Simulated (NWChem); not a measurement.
System: SiHCl2, doublet; SMILES Cl[SiH]Cl

NWChem input:

```
start job
memory heap 200 mb stack 900 mb global 1100 mb
geometry units angstroms noautosym nocenter noautoz
  Cl    -0.380587    -0.009598     1.693524
  Si     0.792621     0.116308     0.000000
  Cl    -0.380587    -0.009598    -1.693524
  H      1.733225    -1.047424     0.000000
end
basis spherical
  Cl library 6-31g*
  Si library 6-31g*
  H library 6-31g*
end
dft
  odft
  mult 2
  xc b3lyp
  iterations 150
end
property
  hyperfine
end
task dft property
```

Parts of the log:

```
             Northwest Computational Chemistry Package (NWChem) 7.3.0
             --------------------------------------------------------

                             Geometry "geometry" -> ""
                             -------------------------

 Output coordinates in angstroms (scale by  1.889725989 to convert to a.u.)

  No.       Tag          Charge          X              Y              Z
 ---- ---------------- ---------- -------------- -------------- --------------
    1 Cl                  17.0000    -0.38058700    -0.00959800     1.69352400
    2 Si                  14.0000     0.79262100     0.11630800     0.00000000
    3 Cl                  17.0000    -0.38058700    -0.00959800    -1.69352400
    4 H                    1.0000     1.73322500    -1.04742400     0.00000000

 Effective nuclear repulsion energy (a.u.)     178.3422121223

                              NWChem Property Module
                              ----------------------

  itol2e modified to match energy
  convergence criterion.

                                 NWChem DFT Module
                                 -----------------

 Summary of "ao basis" -> "ao basis" (spherical)
 ------------------------------------------------------------------------------
       Tag                 Description            Shells   Functions and Types
 ---------------- ------------------------------  ------  ---------------------
 Cl                          6-31g*                  8       18   4s3p1d
 Si                          6-31g*                  8       18   4s3p1d
 H                           6-31g*                  2        2   2s

  itol2e modified to match energy
  convergence criterion.

            General Information
            -------------------
          SCF calculation type: DFT
          Wavefunction type:  spin polarized.
          No. of atoms     :     4
          No. of electrons :    49
           Alpha electrons :    25
            Beta electrons :    24
          Charge           :     0
          Spin multiplicity:     2
          Use of symmetry is: off; symmetry adaption is: off
          Maximum number of iterations: 150
          AO basis - number of functions:    56
                     number of shells:    26
          Convergence on energy requested:  1.00D-07
          Convergence on density requested:  1.00D-05
          Convergence on gradient requested:  5.00D-04

              XC Information
              --------------
                         B3LYP Method XC Potential
                     Hartree-Fock (Exact) Exchange  0.200
                        Slater Exchange Functional  0.800 local
                    Becke 1988 Exchange Functional  0.720 non-local
              Lee-Yang-Parr Correlation Functional  0.810
                  VWN I RPA Correlation Functional  0.190 local

             Grid Information
             ----------------
          Grid used for XC integration:  fine
          Radial quadrature: Mura-Knowles
          Angular quadrature: Lebedev.
          Tag              B.-S. Rad. Rad. Pts. Rad. Cut. Ang. Pts.
          ---              ---------- --------- --------- ---------
          Cl                  1.00      123          10.0       770
          Si                  1.10      123           8.0       770
          H                   0.35       60           9.0       590
          Grid pruning is: on
          Number of quadrature shells:   429
          Spatial weights used:  Erf1

      Superposition of Atomic Density Guess
      -------------------------------------

 Sum of atomic energies:       -1208.21670549

      Non-variational initial energy
      ------------------------------

 Total energy =   -1208.743206
 1-e energy   =   -2026.725980
 2-e energy   =     639.640562
 HOMO         =      -0.141956
 LUMO         =       0.073238

   convergence    iter        energy       DeltaE   RMS-Dens  Diis-err
 ---------------- ----- ----------------- --------- --------- ---------
 d= 0,ls=0.0,diis     1  -1210.4699463531 -1.39D+03  1.17D-02  9.56D-02
                                                     9.76D-03  8.91D-02
 d= 0,ls=0.0,diis     2  -1210.4589347662  1.10D-02  6.18D-03  9.33D-02
                                                     6.29D-03  9.45D-02
 d= 0,ls=0.0,diis     3  -1210.5208270708 -6.19D-02  1.33D-03  4.12D-03
                                                     1.18D-03  3.87D-03
 d= 0,ls=0.0,diis     4  -1210.5233414489 -2.51D-03  3.44D-04  1.97D-04
                                                     2.82D-04  1.96D-04
 d= 0,ls=0.0,diis     5  -1210.5234647799 -1.23D-04  9.37D-05  6.35D-06
                                                     6.31D-05  4.39D-06
  Resetting Diis
 d= 0,ls=0.0,diis     6  -1210.5234706043 -5.82D-06  2.32D-05  3.77D-07
                                                     1.89D-05  3.17D-07
 d= 0,ls=0.0,diis     7  -1210.5234710870 -4.83D-07  6.62D-06  2.76D-08
                                                     5.52D-06  2.51D-08
 d= 0,ls=0.0,diis     8  -1210.5234711191 -3.21D-08  2.29D-06  1.05D-08
                                                     2.10D-06  1.08D-08

         Total DFT energy =    -1210.523471119069
      One electron energy =    -2027.711327872082
           Coulomb energy =      716.734142699895
    Exchange-Corr. energy =      -77.888498069162
 Nuclear repulsion energy =      178.342212122280

 Numeric. integr. density =       48.999999950414

                    DFT Final Alpha Molecular Orbital Analysis
                    ------------------------------------------

 Vector   23  Occ=1.000000D+00  E=-3.466165D-01
              MO Center= -1.2D-01, -7.4D-02,  1.6D-07, r^2= 4.1D+00
   Bfn.  Coefficient  Atom+Function         Bfn.  Coefficient  Atom+Function
  ----- ------------  ---------------      ----- ------------  ---------------
     7      0.425398  1 Cl px                43      0.425398  3 Cl px
    11      0.229411  1 Cl px                47      0.229411  3 Cl px
     8     -0.222544  1 Cl py                44     -0.222544  3 Cl py
    56     -0.203141  4 H  s                  3     -0.165991  1 Cl px
    39     -0.165991  3 Cl px                55     -0.142767  4 H  s

 Vector   24  Occ=1.000000D+00  E=-3.371985D-01
              MO Center= -3.2D-01, -4.7D-03,  1.9D-07, r^2= 4.1D+00
   Bfn.  Coefficient  Atom+Function         Bfn.  Coefficient  Atom+Function
  ----- ------------  ---------------      ----- ------------  ---------------
     9      0.394741  1 Cl pz                45      0.394741  3 Cl pz
     7      0.352760  1 Cl px                43     -0.352760  3 Cl px
    13      0.210713  1 Cl pz                49      0.210713  3 Cl pz
    11      0.181072  1 Cl px                47     -0.181072  3 Cl px
     5     -0.153157  1 Cl pz                41     -0.153157  3 Cl pz

 Vector   25  Occ=1.000000D+00  E=-2.424185D-01
              MO Center=  7.4D-01,  3.5D-01,  6.3D-10, r^2= 3.2D+00
   Bfn.  Coefficient  Atom+Function         Bfn.  Coefficient  Atom+Function
  ----- ------------  ---------------      ----- ------------  ---------------
    26      0.465834  2 Si py                28      0.426585  2 Si s
    24      0.325106  2 Si s                 56     -0.258770  4 H  s
     8     -0.254776  1 Cl py                44     -0.254776  3 Cl py
    30      0.216176  2 Si py                12     -0.185584  1 Cl py
    48     -0.185584  3 Cl py                25      0.180154  2 Si px

 Vector   26  Occ=0.000000D+00  E=-1.326207D-02
              MO Center=  3.9D-01,  6.6D-02, -5.6D-09, r^2= 4.1D+00
   Bfn.  Coefficient  Atom+Function         Bfn.  Coefficient  Atom+Function
  ----- ------------  ---------------      ----- ------------  ---------------
    29      0.986575  2 Si px                28     -0.803099  2 Si s
    10      0.570821  1 Cl s                 46      0.570821  3 Cl s
    13     -0.502738  1 Cl pz                49      0.502738  3 Cl pz
    25      0.492991  2 Si px                24     -0.396655  2 Si s
     9     -0.283887  1 Cl pz                45      0.283887  3 Cl pz

 Vector   27  Occ=0.000000D+00  E=-8.662506D-03
              MO Center=  1.0D+00,  1.4D-01,  4.7D-09, r^2= 4.1D+00
   Bfn.  Coefficient  Atom+Function         Bfn.  Coefficient  Atom+Function
  ----- ------------  ---------------      ----- ------------  ---------------
    31      1.204503  2 Si pz                10     -0.587163  1 Cl s
    46      0.587163  3 Cl s                 27      0.520081  2 Si pz
    11     -0.359565  1 Cl px                47      0.359565  3 Cl px
     7     -0.220040  1 Cl px                43      0.220040  3 Cl px
    13      0.218913  1 Cl pz                49      0.218913  3 Cl pz

 Vector   28  Occ=0.000000D+00  E= 6.361163D-02
              MO Center=  8.1D-01, -2.8D-02,  3.1D-10, r^2= 3.6D+00
   Bfn.  Coefficient  Atom+Function         Bfn.  Coefficient  Atom+Function
  ----- ------------  ---------------      ----- ------------  ---------------
    56      1.375831  4 H  s                 30      0.850912  2 Si py
    24     -0.691772  2 Si s                 29     -0.641244  2 Si px
    26      0.477481  2 Si py                28     -0.401069  2 Si s
    55      0.201072  4 H  s                 12     -0.183914  1 Cl py
    48     -0.183914  3 Cl py                25     -0.174405  2 Si px

                     DFT Final Beta Molecular Orbital Analysis
                     -----------------------------------------

 Vector   22  Occ=1.000000D+00  E=-3.416854D-01
              MO Center= -4.1D-02, -1.1D-01, -1.7D-05, r^2= 4.1D+00
   Bfn.  Coefficient  Atom+Function         Bfn.  Coefficient  Atom+Function
  ----- ------------  ---------------      ----- ------------  ---------------
     7      0.397074  1 Cl px                43      0.397076  3 Cl px
     8     -0.257627  1 Cl py                44     -0.257635  3 Cl py
    56     -0.220918  4 H  s                 11      0.214294  1 Cl px
    47      0.214295  3 Cl px                 3     -0.154864  1 Cl px
    39     -0.154865  3 Cl px                55     -0.155429  4 H  s

[...]

          ----------------------
          Hyperfine Interactions
          ----------------------

 Total Spin Density (Fermi Contact Term)
 ------------------ --------------------
     Atom            x         y         z       Density (a.u.)      Aiso(MHz)     Aiso(Gauss)
     1  35-Cl    -0.71921  -0.01814   3.20030       0.050218         22.018904       7.856879
     2  29-Si     1.49784   0.21979   0.00000       0.820463       -729.168213    -260.184911
     3  35-Cl    -0.71921  -0.01814  -3.20030       0.050218         22.018903       7.856879
     4   1-H      3.27532  -1.97934   0.00000       0.038203        170.760869      60.931621

           -------------------------------------------
           Anisotropic Interaction (Spin-Dipolar Term)
           -------------------------------------------

 ------------------------------------------------------------
     Atom            x         y         z
 ------------------------------------------------------------
     1  35-Cl    -0.71921  -0.01814   3.20030

   Spin-Dipolar term (a.u.)
        xx             yy             zz             xy             xz             yz
 ------------------------------------------------------------------------------------------
      -0.080469       0.287597      -0.207128       0.441228      -0.207705      -0.334546

   Principal Comp. of -hf- tensor (au)            Anisotropic -hfcc- (MHz)               Anisotropic -hfcc- (Gauss)
 --------------------------------------------------------------------------------------------------------------------------
     -0.384163     0.744443    -0.360279     -20.106197    38.962372   -18.856175      -7.174379    13.902720    -6.728341

   Orientation of the principal axis of Hyperfine Tensor w.r.t absolute (molecular) frame
 --------------------------------------------------------------------------------------------------------------------------
      0.509748     0.508826     0.693725
     -0.627777     0.771350    -0.104472
     -0.588263    -0.382250     0.712623

 ------------------------------------------------------------
     Atom            x         y         z
 ------------------------------------------------------------
     2  29-Si     1.49784   0.21979   0.00000

   Spin-Dipolar term (a.u.)
        xx             yy             zz             xy             xz             yz
 ------------------------------------------------------------------------------------------
      -0.348765       0.935016      -0.586251       0.625622       0.000000       0.000000

   Principal Comp. of -hf- tensor (au)            Anisotropic -hfcc- (MHz)               Anisotropic -hfcc- (Gauss)
 --------------------------------------------------------------------------------------------------------------------------
     -0.603215     1.189466    -0.586251      63.991504  -126.183406    62.191902      22.833721   -45.025301    22.191580

   Orientation of the principal axis of Hyperfine Tensor w.r.t absolute (molecular) frame
 --------------------------------------------------------------------------------------------------------------------------
      0.926316     0.376747     0.000000
     -0.376747     0.926316    -0.000000
     -0.000000     0.000000     1.000000

 ------------------------------------------------------------
     Atom            x         y         z
 ------------------------------------------------------------
     3  35-Cl    -0.71921  -0.01814  -3.20030

   Spin-Dipolar term (a.u.)
        xx             yy             zz             xy             xz             yz
 ------------------------------------------------------------------------------------------
      -0.080469       0.287597      -0.207128       0.441228       0.207705       0.334546

   Principal Comp. of -hf- tensor (au)            Anisotropic -hfcc- (MHz)               Anisotropic -hfcc- (Gauss)
 --------------------------------------------------------------------------------------------------------------------------
     -0.384163     0.744443    -0.360279     -20.106197    38.962371   -18.856175      -7.174379    13.902719    -6.728341

   Orientation of the principal axis of Hyperfine Tensor w.r.t absolute (molecular) frame
 --------------------------------------------------------------------------------------------------------------------------
      0.509748     0.508826    -0.693725
     -0.627777     0.771350     0.104472
      0.588263     0.382250     0.712623

 ------------------------------------------------------------
     Atom            x         y         z
 ------------------------------------------------------------
     4   1-H      3.27532  -1.97934   0.00000

   Spin-Dipolar term (a.u.)
        xx             yy             zz             xy             xz             yz
 ------------------------------------------------------------------------------------------
       0.001233       0.009749      -0.010982      -0.006093      -0.000000       0.000000

   Principal Comp. of -hf- tensor (au)            Anisotropic -hfcc- (MHz)               Anisotropic -hfcc- (Gauss)
 --------------------------------------------------------------------------------------------------------------------------
     -0.001943     0.012924    -0.010982      -1.036453     6.895869    -5.859417      -0.369831     2.460614    -2.090782

   Orientation of the principal axis of Hyperfine Tensor w.r.t absolute (molecular) frame
 --------------------------------------------------------------------------------------------------------------------------
      0.886812    -0.462130    -0.000000
      0.462130     0.886812    -0.000000
      0.000000     0.000000     1.000000
```

Level: B3LYP/6-31G* (spherical d), spin-unrestricted, contact and dipolar terms. In the optimisation the excess spin sits in a' (Cs, its own frame). Structure relaxed at the PBE0/def2-SVP, spin-unrestricted level. No stability test was run on the SCF state.
